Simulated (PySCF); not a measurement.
Isomers C₈H₉Cl:

A. SMILES C1(CCl)=CC2(C=C1)CC2
B. `InChI=1S/C8H9Cl/c1-3-4-5-6-8(2)7-9/h1,5-7H,4H2,2H3/b6-5-,8-7-`
C. `C[C@@]12C=C[C@@H](C1)C(Cl)=C2`

Spectrum 1. ¹H NMR (300 MHz, computed): δ 6.87 (d, 1H), 6.04 (s, 1H), 5.97 (m, 1H), 3.14 (m, 2H), 2.42 (s, 3H), 1.64 (t, 1H). ¹³C{¹H} NMR (computed): δ 142.6 (C), 135.4 (CH), 134.1 (CH), 131.1 (CH), 86.9 (C), 77.9 (CH), 22.4 (CH3), 21.9 (CH2).

Spectrum 2. ¹H NMR (300 MHz, computed): δ 7.31 (m, 1H), 6.89 (d, 1H), 6.46 (s, 1H), 3.08 (m, 1H), 2.20 (m, 1H), 2.14 (m, 1H), 1.54 (s, 3H). ¹³C{¹H} NMR (computed): δ 167.1 (C), 157.6 (CH), 153.7 (CH), 147.5 (CH), 84.2 (CH2), 61.7 (CH), 60.8 (C), 19.2 (CH3).

Spectrum 3. ¹H NMR (300 MHz, computed): δ 6.77 (d, 1H), 6.33 (d, 1H), 6.24 (s, 1H), 4.48 (s, 2H), 1.57 (m, 2H), 1.56 (m, 2H). ¹³C{¹H} NMR (computed): δ 149.2 (CH), 148.9 (C), 146.9 (CH), 138.5 (CH), 47.4 (CH2), 41.4 (C), 16.0 (CH2).

How the numbers were obtained: geometry from GFN2-xTB, PBE0/pcSseg-1 with gauge-including orbitals, in PySCF (no relativistic terms, no solvent model, one computed conformer, rapidly exchanging positions averaged).

Chemical shifts δ = σref − σ; ¹H (σ = 31.72 ppm) and ¹³C (σ = 186.93 ppm) against TMS, all at this level. Where no couplings were computed, multiplicities follow the n + 1 count of equivalent neighbours, and m marks all less simple cases (inequivalent or close neighbours, rings, F or P nearby). Shifts are as computed. Against solution values, carbons near 30 ppm lie about +3 ppm off and those near 130 ppm about +5 ppm; carbons on Cl a further +6 ppm. Of 1211 compounds with measured shifts, 218 miss one by over three times the rms of a fit or turn the order of signals round; such compounds aren't used in these exercises. Carbons bonded to Cl come out too deshielded.

Which spectrum belongs to which compound?

Results:

1–B, 2–C, 3–A.

- Spectrum 1 (B): 8 ¹³C signals; δC 142.6 is a fully substituted alkene carbon; δC 135.4 is an alkene CH.
- Spectrum 2 (C): 8 ¹³C signals; δC 157.6 is an alkene CH; δC 153.7 is an alkene CH.
- Spectrum 3 (A): 7 ¹³C signals; δC 149.2 is an alkene CH; δC 148.9 is a fully substituted alkene carbon.
